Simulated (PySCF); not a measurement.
BClH5NO2Si, SMILES OB(O)N[SiH2]Cl.

Coordinates come from a ωB97X-D3(BJ)/def2-SVP optimisation. The structure was generated by enumeration, and PubChem lists no compound with its InChIKey, so it may never have been made. The values are those of a single conformer.

These are B3LYP/def2-TZVP (PySCF) values and carry that method's errors.

The molecule is in vacuum.

```
Quantity                                                                                                         Value
---------------------------------------------------------------------------------------------  -----------------------
total energy                                                                                        -983.14681 hartree
point group                                                                                                         Cs
highest occupied level                                                                                        -7.60 eV
lowest empty level                                                                                            -0.38 eV
orbital gap                                                                                                    7.22 eV
dipole moment                                                                                                   3.90 D
quadrupole, principal values (traceless, Buckingham form, about the centre of nuclear charge)  -7.04, -6.37, 13.41 D·Å
mean static polarisability                                                                        63.7 bohr³ (9.44 Å³)
polarisability, principal values                                                                49.7, 60.3, 81.2 bohr³
```
